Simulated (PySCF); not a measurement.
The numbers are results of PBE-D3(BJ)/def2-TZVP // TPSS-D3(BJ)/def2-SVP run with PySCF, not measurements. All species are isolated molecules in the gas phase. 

Reference species: [Zr(Cl)4] (neutral, multiplicity 1).

```
Quantity          Value
-------------  --------
HOMO           -8.34 eV
HOMO–LUMO gap   4.77 eV
```

Changed species: [Zr(Br)4] (4 of 4 Cl replaced by Br; the reference has 0 of 4 Cl replaced by Br).

Give the shifts of the HOMO and HOMO–LUMO gap.

the HOMO increases by 0.68 eV, to -7.66 eV; the HOMO–LUMO gap falls by 0.75 eV, to 4.02 eV.
